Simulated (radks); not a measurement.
Question: All-electron atom: K4+ in [Ne] 3s2 3p3 (the NIST ground configuration). All-electron calculation, Dirac Kohn-Sham, PBE, spin-unpolarised, spherical densities, point nucleus; open shells fill j = l - 1/2 first. Program: a radial shooting solver on a logarithmic mesh with Libxc functionals. Some entries of the table are withheld. Estimate them.

orbital,occ.,eigenvalue (hartree),<r> (bohr),<1/r> (bohr^-1)
1s1/2,2,-131.8521,0.08104,18.72
2s1/2,2,-15.31512,(1),3.815
2p1/2,2,(2),(3),3.737
2p3/2,4,(4),(5),3.702
3s1/2,2,-3.28856,1.170,(6)
3p1/2,2,-2.63309,1.238,1.100
3p3/2,1,-2.61985,1.244,1.094

Answer: 
(1) 2s1/2 <r> (bohr): 0.3865
(2) 2p1/2 eigenvalue (hartree): -12.70512
(3) 2p1/2 <r> (bohr): 0.3476
(4) 2p3/2 eigenvalue (hartree): -12.59808
(5) 2p3/2 <r> (bohr): 0.3500
(6) 3s1/2 <1/r> (bohr^-1): 1.196
